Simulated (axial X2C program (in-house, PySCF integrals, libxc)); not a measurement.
Low determinants of RbC⁻ at the PBE0 level, with spin–orbit coupling

Computed with an in-house relativistic program for diatomic molecules. Two-component (2c) means X2C with spin–orbit coupling and atomic mean-field two-electron Coulomb and Gaunt terms. Basis: Rb dyall-acv3z [13s14p9d4f1g], C dyall-av3z [8s7p3d2f] (cores contracted in-house); Gaussian nuclei, density fitting, unrestricted open shells. Masses: Rb 84.912 u, C 12.000 u.

Search at 2.776 Å (vertical energies from the lowest determinant):

```
ΔE (eV)  state  electrons beyond evenly filled partner blocks  electrons in ±ω = 1/2, 3/2, 5/2, 7/2
   0.00  Ω = 1                              ω = -1/2, ω = 3/2                             31 11 2 0
   0.03  Ω = 2                               ω = 1/2, ω = 3/2                             31 11 2 0
   0.54  Ω = 3                                    2 × ω = 3/2                             30 12 2 0
   0.72  Ω = 0                          3 × ω = 1/2, ω = -3/2                             31 11 2 0
   1.20  Ω = 1                                    2 × ω = 1/2                             30 12 2 0
   1.20  Ω = 2                      2 × ω = -1/2, 2 × ω = 3/2                             30 12 2 0
   1.39  Ω = 1                              ω = -3/2, ω = 5/2                             30 11 3 0
```

Lowest determinant, Ω = 1 (⟨Sz⟩ = 1.00, ⟨Lz⟩ = 0.00 at PBE0): Re = 2.771 Å, ωe = 251.9 cm⁻¹.

The determinant in row 2 of the search, Ω = 2 (⟨Sz⟩ = 2.00, ⟨Lz⟩ = 0.00 at PBE0), was followed along the bond at PBE0; measured from the minimum of the lowest determinant it gives:

Te = 0.033 eV (264 cm⁻¹), Re = 2.760 Å, ωe = 255.1 cm⁻¹.

(1) Compare the bond of the determinant in row 2 with that of the lowest one.

The search compares states at one distance, so a state with another bond length can lie lower; it is not exhaustive and yields mostly the lowest determinant of each block pattern, so other components and higher states of one pattern are missing. These are energies of single determinants, not of spin-adapted states; PBE0 term energies can be off by some tenths of an eV, and the functional has no current term. Open-shell Ω = 0 determinants with evenly filled partner blocks cannot be reached by this program, so the Ω shown need not be the lowest component. The lowest determinant need not be the ground state where others lie within half an eV. For an anion, determinants above electron detachment are held by the basis set. The highest occupied level of some functionals is positive through self-interaction error; at Hartree–Fock it is bound. Row 1 has a positive highest level at its minimum. Row 2 has a positive highest level at its minimum.

Answers

(1) At PBE0 its Re is 0.011 Å shorter and its force constant, which goes as ωe², is 1.03 times that of the lowest determinant. T0 ≈ Te + Δωe/2 = 264 + (2) = 266 cm⁻¹.
